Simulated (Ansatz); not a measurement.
NaSn6⁻, relaxed as a singlet with RKS r2SCAN-D4/def2-SVPD in Ansatz, starting from the GFN2-xTB geometry. Force threshold 0.02 eV/Å.

In the def2 sets Sn takes a core potential; there is no spin–orbit coupling. The structure comes from a short search, and lower isomers may exist.

Start:

```xyz
7

Na    2.027    2.407   -1.172
Sn   -1.974    0.347    1.440
Sn    0.940   -0.206    1.052
Sn   -0.960   -1.399   -0.843
Sn   -0.747   -2.116    2.027
Sn   -0.756    1.427   -0.792
Sn    1.470   -0.460   -1.712
```

| step | energy (eV) | largest force component (eV/Å) | SCF passes |
| --- | --- | --- | --- |
| 1 | -39423.7907 | 1.535 | 24 |
| 2 | -39424.2050 | 0.700 | 31 |
| 3 | -39424.2586 | 0.446 | 31 |
| 4 | -39424.3324 | 0.097 | 32 |
| 5 | -39424.3363 | 0.035 | 26 |
| 6 | -39424.3382 | 0.029 | 27 |
| 7 | -39424.3445 | 0.109 | 30 |
| 8 | -39424.3469 | 0.184 | 28 |
| 9 (rejected) | -39424.3373 | 0.274 | 30 |
| 10 | -39424.3592 | 0.041 | 27 |
| 11 | -39424.3612 | 0.042 | 24 |
| 12 | -39424.3667 | 0.043 | 28 |
| 13 | -39424.3815 | 0.087 | 31 |
| 14 | -39424.4114 | 0.152 | 31 |
| 15 | -39424.4544 | 0.192 | 28 |
| 16 | -39424.5086 | 0.126 | 32 |
| 17 | -39424.5653 | 0.101 | 31 |
| 18 | -39424.5734 | 0.177 | 31 |
| 19 | -39424.5873 | 0.092 | 25 |
| 20 | -39424.5888 | 0.036 | 25 |
| 21 | -39424.5903 | 0.015 | 26 |

Force components are those of the run's own axes.

End:

```xyz
7

Na    1.268    2.051    0.362
Sn   -1.565    0.772    1.103
Sn    1.565   -1.091    0.661
Sn   -1.071   -1.585   -0.758
Sn   -0.489   -1.390    2.545
Sn   -1.069    1.368   -1.785
Sn    1.360   -0.125   -2.128
```

Bonds lost: Sn2–Sn3, Sn3–Sn6 (atoms count from 1). Bonds formed: Na1–Sn2 (atoms count from 1). The end is the same structure that another start reached.

No frequencies were taken in this run, so the end may be a saddle point.

It took 4.1 min on 4 threads of Arm Neoverse V1 on a shared host.
